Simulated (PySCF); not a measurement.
**Structure from NMR data**

The spectra below were simulated for a compound C$_{7}$H$_{5}$FO$_{2}$.

$^{1}$H NMR (400 MHz, computed): δ 8.57 (m, 2H), 7.31 (m, 2H), 6.11 (br s, 1H).

$^{13}$C{$^{1}$H} NMR (computed): δ 177.1 (C), 171.7 (C), 141.5 (CH), 130.3 (C), 121.1 (CH).

PySCF 2.14.0 with density-fitted response routines calculation with σ from GIAO-B97-2/pcSseg-2 and geometry: PBE0-D3(BJ)/def2-TZVP; non-relativistic Hamiltonian, one conformer, fast rotation and ring inversion assumed for equivalent nuclei, in vacuum.

Shifts are taken against calculated references (same method and geometry level): TMS for $^{1}$H (31.64 ppm), $^{13}$C (185.38 ppm).

Task: Which of these isomers gave the spectra?
A. O=C(O)c1ccccc1F
B. O=C(O)c1cccc(F)c1
C. O=C(F)c1ccc(O)cc1
D. O=C(O)c1ccc(F)cc1

Result: D. 

- The formula gives 5 degrees of unsaturation (1 ring in the answer).
- 5 carbon signals for 7 carbons: some carbons are equivalent by symmetry or fast rotation.
- Carbon types of the structure: 3 × C, 4 × CH, leaving 1 H on heteroatoms.
- δC 177.1: aromatic carbon bearing fluorine; an ipso carbon deshielded by its heteroatom.
- δC 171.7: carboxylic acid carbon; lone-pair donation from the attached heteroatom keeps it upfield of a ketone carbonyl.
- δC 141.5, 121.1: aromatic CH.
- δC 130.3: substituted aromatic carbon.
- δH 8.57, 7.31: hydrogen on an aromatic CH.

The others: O=C(O)c1cccc(F)c1 would give 7 carbon signals, not 5; O=C(F)c1ccc(O)cc1 has carbons computed at 170.2, 165.6, 142.8, 123.8, 119.8; O=C(O)c1ccccc1F would give 7 carbon signals, not 5.

The OH or NH signal is concentration- and solvent-dependent in practice; the value given is the gas-phase one. Splittings by $^{19}$F in the carbon and heteronuclear signals aren't shown, as no couplings were computed. Shifts are as computed. Against solution values, carbons near 30 ppm lie about +3 ppm off and those near 130 ppm about +7 ppm. Of 1309 compounds with measured shifts, 239 miss one by over three times the rms of a fit or turn the order of signals round; such compounds aren't used in these exercises. Hydrogen bonding in solution deshields acid and N–H amide carbonyl carbons by as much as 10 ppm beyond these values. No couplings were computed; multiplicities are counted from neighbouring protons, with m where these are inequivalent, close in shift, in a saturated or five-membered ring or joined by F or P, and br s for small geminal =CH2 splittings.
